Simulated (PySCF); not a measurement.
## How good is the calculation?

Bonds (- single, = double, # triple, : aromatic): N1#C2 1.154 Å, C2-O3 1.282 Å, O3-C4 1.404 Å, C4:C5 1.381 Å, C5:C6 1.385 Å, C6:C7 1.388 Å, C7:C8 1.386 Å, C8:C9 1.388 Å, C9:C4 1.379 Å. C5 carries H10; C6 carries H11; C7 carries H12; C8 carries H13; C9 carries H14.

All values are calculated (PySCF 2.14): shielding tensors at KT3/pcSseg-2 (GIAO), structure optimised with PBE0-D3(BJ)/def2-TZVP. Gas phase, equivalent nuclei averaged, relativity neglected, single conformer.

Reference values: estimated from measurements, as parent shift plus tabulated substituent increment (solution, not stated per compound (mostly CDCl3 or CCl4); Pretsch, Buehlmann, Badertscher, Structure Determination of Organic Compounds, 4th ed. (2009)).
| atoms | quantity | reference | computed | computed, scaled |
| --- | --- | --- | --- | --- |
| C6/C8 | δ 13C | 131.1 | 128.2 | 129.5 |
| C7 | δ 13C | 127.5 | 123.3 | 124.3 |
| C5/C9 | δ 13C | 115.8 | 112.1 | 112.7 |

Computed shifts are σ(ref) − σ with the named reference compound (TMS for H and C) calculated as an isolated molecule at the same level. The measured values may be among those fitted. Scaled to experiment by linear calibration (H and C: mostly CDCl3 data, vs TMS): 13C: δ = 186.84 − 1.043σ (rms 3.0 ppm, 507 shifts, 3.0 ppm with the 1 outlier that the fit left out). A few per cent of atoms miss by over 2 rms, more outside the fitted compound classes.

Question: How far are the unscaled 13C shifts from the references?

Answer: Mean signed difference -3.60 ppm, mean absolute 3.60 ppm over 3 comparisons; the largest is -4.2 ppm at C7 (aromatic CH).
